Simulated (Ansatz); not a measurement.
CH₇AlBNO at its PBE0-D4/def2-TZVP geometry, where that method's forces vanish. Total charge 0; spin multiplicity 1. The bonds changed during the relaxation, so this is another structure than the one it started from.

```xyz
12

B     1.2353   -1.8288    0.0146
N     0.1785   -0.9398   -0.1984
C     0.2854    0.4624   -0.3040
O    -0.1538    1.1424    1.0390
Al   -1.2761    1.6386   -0.4494
H     2.3313   -1.3819    0.1857
H     1.0078   -3.0022    0.0128
H    -0.7447   -1.3058   -0.3863
H     1.3255    0.7559   -0.4147
H    -0.3751    0.4549    1.6776
H    -1.1699    3.1763   -0.8000
H    -2.6442    0.8279   -0.3768
```

Q: What forces (eV/Å) does PBE-D4/def2-TZVPP give on these atoms in Ansatz? (Estimate.)

A: Ansatz gave: 
```
B1   0.196 -0.195  0.038
N2   0.089 -0.002  0.000
C3   0.044 -0.016 -0.300
O4   0.108  0.527  0.228
Al5 -0.209  0.116 -0.192
H6   0.106  0.054  0.016
H7  -0.029 -0.117 -0.005
H8  -0.357 -0.129 -0.055
H9   0.234  0.058 -0.035
H10 -0.108 -0.345  0.308
H11  0.013  0.109 -0.011
H12 -0.086 -0.059  0.006
```
